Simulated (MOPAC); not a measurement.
MOPAC input (MNDO):

```
MNDO 1SCF CHARGE=-1 GEO-OK AUX(PRECISION=9) THREADS=1
H5S

S     0.08993900 1    0.00028500 1   -0.00039200 1
H    -1.22735200 1   -0.00389600 1    0.00534800 1
H    -0.05803800 1    1.64023700 1    0.02031800 1
H    -0.04779900 1   -1.64057300 1   -0.01985700 1
H    -0.04570700 1   -0.02023300 1    1.64062800 1
H    -0.06013000 1    0.01989700 1   -1.64016700 1
```

Output:

```
 *******************************************************************************
 **                                                                           **
 **                              MOPAC v23.2.5                                **
 **                                                                           **
 *******************************************************************************
 ** MOPAC's Digital Object Identifier: https://doi.org/10.5281/zenodo.6511958 **
 **                                                                           **
 ** Please cite the open-source release paper for use of this MOPAC version:  **
 ** J. E. Moussa and J. J. P. Stewart (2026)                                  **
 ** MOPAC: An open-source semiempirical molecular orbital program             **
 ** J. Open Source Softw., 11(119), 8025, https://doi.org/10.21105/joss.08025 **
 *******************************************************************************

                              MNDO CALCULATION RESULTS

 *******************************************************************************
 *  MNDO       - The MNDO Hamiltonian to be used
 *  GEO-OK     - OVERRIDE INTERATOMIC DISTANCE AND OTHER SAFETY CHECKS
 *
 *
 *
 *                 CHARGE ON SYSTEM = -1
 *
 *
 *
 *  1SCF       - DO 1 SCF AND THEN STOP
 *  AUX        - OUTPUT AUXILIARY INFORMATION
 *******************************************************************************
MNDO 1SCF CHARGE=-1 GEO-OK AUX(PRECISION=9) THREADS=1
 H5S

   ATOM   CHEMICAL          X               Y               Z
  NUMBER   SYMBOL      (ANGSTROMS)     (ANGSTROMS)     (ANGSTROMS)

     1       S          0.08993900  *   0.00028500  *  -0.00039200  *
     2       H         -1.22735200  *  -0.00389600  *   0.00534800  *
     3       H         -0.05803800  *   1.64023700  *   0.02031800  *
     4       H         -0.04779900  *  -1.64057300  *  -0.01985700  *
     5       H         -0.04570700  *  -0.02023300  *   1.64062800  *
     6       H         -0.06013000  *   0.01989700  *  -1.64016700  *

          CARTESIAN COORDINATES

    NO.       ATOM           X           Y           Z

     1         S          0.0899      0.0003     -0.0004
     2         H         -1.2274     -0.0039      0.0053
     3         H         -0.0580      1.6402      0.0203
     4         H         -0.0478     -1.6406     -0.0199
     5         H         -0.0457     -0.0202      1.6406
     6         H         -0.0601      0.0199     -1.6402

  H: (MNDO): M.J.S. DEWAR, W. THIEL, J. AM. CHEM. SOC., 99, 4899, (1977)
  S: (MNDO): M.J.S.DEWAR, C.H. REYNOLDS, J. COMP. CHEM. 7, 140-143 (1986)

           Empirical Formula: H5 S  =     6 atoms

      MOLECULAR POINT GROUP   :   C4v

      RHF CALCULATION, NO. OF DOUBLY OCCUPIED LEVELS = 6

 -------------------------------------------------------------------------------
 MNDO 1SCF CHARGE=-1 GEO-OK AUX(PRECISION=9) THREADS=1
 H5S

     1SCF WAS SPECIFIED, SO BFGS WAS NOT USED
     SCF FIELD WAS ACHIEVED

                              MNDO CALCULATION
                                                       MOPAC v23.2.5 Linux

          FINAL HEAT OF FORMATION =        119.51088 KCAL/MOL =     500.03352 KJ/MOL

          COSMO AREA              =         74.82 SQUARE ANGSTROMS
          COSMO VOLUME            =         55.51 CUBIC ANGSTROMS

          IONIZATION POTENTIAL    =          2.689204 EV
          HOMO LUMO ENERGIES (EV) =         -2.689  6.645
          NO. OF FILLED LEVELS    =          6
          MOLECULAR WEIGHT        =         37.0995         POINT GROUP:  C4v

          MOLECULAR DIMENSIONS (Angstroms)

            Atom       Atom       Distance
            H     6    H     5     3.28107
            H     4    H     3     3.28107
            S     1    H     2     1.31731

          SCF CALCULATIONS        =          1

   ATOM   CHEMICAL          X               Y               Z
  NUMBER   SYMBOL      (ANGSTROMS)     (ANGSTROMS)     (ANGSTROMS)

     1       S          0.08993900  *   0.00028500  *  -0.00039200  *
     2       H         -1.22735200  *  -0.00389600  *   0.00534800  *
     3       H         -0.05803800  *   1.64023700  *   0.02031800  *
     4       H         -0.04779900  *  -1.64057300  *  -0.01985700  *
     5       H         -0.04570700  *  -0.02023300  *   1.64062800  *
     6       H         -0.06013000  *   0.01989700  *  -1.64016700  *

                             CARTESIAN COORDINATES

   1    S        0.089939000     0.000285000    -0.000392000
   2    H       -1.227352000    -0.003896000     0.005348000
   3    H       -0.058038000     1.640237000     0.020318000
   4    H       -0.047799000    -1.640573000    -0.019857000
   5    H       -0.045707000    -0.020233000     1.640628000
   6    H       -0.060130000     0.019897000    -1.640167000

           Empirical Formula: H5 S  =     6 atoms

      MOLECULAR POINT GROUP   :   C4v

                  EIGENVALUES
 -18.84197  -9.36468  -8.49522  -8.49521  -2.88765  -2.68920   6.64482   6.64482
   6.91843

              NET ATOMIC CHARGES AND DIPOLE CONTRIBUTIONS

  ATOM NO.   TYPE          CHARGE      No. of ELECS.   s-Pop       p-Pop
    1          S           1.303746        4.6963     1.89318     2.80307
    2          H          -0.159524        1.1595     1.15952
    3          H          -0.536056        1.5361     1.53606
    4          H          -0.536055        1.5361     1.53606
    5          H          -0.536056        1.5361     1.53606
    6          H          -0.536056        1.5361     1.53606
 DIPOLE           X         Y         Z       TOTAL
 POINT-CHG.     2.234     0.007    -0.010     2.234
 HYBRID        -1.539    -0.005     0.007     1.539
 SUM            0.695     0.002    -0.003     0.695

          ATOMIC ORBITAL ELECTRON POPULATIONS

     Atom    s        px        py        pz
    1  S   1.89318   0.98413   0.90947   0.90947
    2  H   1.15952
    3  H   1.53606
    4  H   1.53606
    5  H   1.53606
    6  H   1.53606

 **********************
 *                    *
 * JOB ENDED NORMALLY *
 *                    *
 **********************

 == MOPAC DONE ==
```

The dipole moment of an ion depends on the origin.

The geometry given is a B3LYP-D3(BJ)/def2-TZVP minimum.
